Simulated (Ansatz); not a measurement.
Start from `[AlH2][CH2][GaH2]` and change one atom or group to get `[AlH2][CH2][SiH3]`.

Ansatz, PBE0-D4/def2-TZVP geometries, multiplicity 1. 

Scalar relativity is left out up to krypton.

```
                                                                                  property  `[AlH2][CH2][GaH2]`
                                                         LUMO energy (PBE/def2-TZVPP) / eV                -2.63
ideal-gas entropy at 298 K and 1 bar (rigid rotor, harmonic PBE0-D4/def2-TZVP) / J/(mol·K)                  337
                                                   HOMO–LUMO gap (ωB97M-V/def2-TZVPP) / eV                 9.73
                                                     HOMO–LUMO gap (B3LYP/def2-TZVPP) / eV                 5.50
                                                        HOMO energy (PBE0/def2-TZVPP) / eV                -7.82
                                        size of the dipole moment (ωB97M-V/def2-TZVPP) / D                 1.00
```

Q: What does the change do to each property? (Estimate.)

A: The calculation gave: 
| property | `[AlH2][CH2][SiH3]` | shift |
| --- | --- | --- |
| LUMO energy (PBE/def2-TZVPP) / eV | -2.26 | 0.37 |
| ideal-gas entropy at 298 K and 1 bar (rigid rotor, harmonic PBE0-D4/def2-TZVP) / J/(mol·K) | 330 | -7 |
| HOMO–LUMO gap (ωB97M-V/def2-TZVPP) / eV | 10.36 | 0.63 |
| HOMO–LUMO gap (B3LYP/def2-TZVPP) / eV | 6.17 | 0.67 |
| HOMO energy (PBE0/def2-TZVPP) / eV | -8.08 | -0.26 |
| size of the dipole moment (ωB97M-V/def2-TZVPP) / D | 1.06 | 0.06 |

With PBE0 the HOMO falls by 0.26 eV and the LUMO rises by 0.37 eV, so the gap widens by about 0.63 eV. PBE moves the HOMO by -0.18 eV and ωB97M-V by -0.29 eV. The zero-point energy changes by 31.5 kJ/mol with +3 modes. Dipoles are sizes alone; their direction can turn.

B3LYP here is the variant with VWN-RPA as its local correlation; programs differ in this.
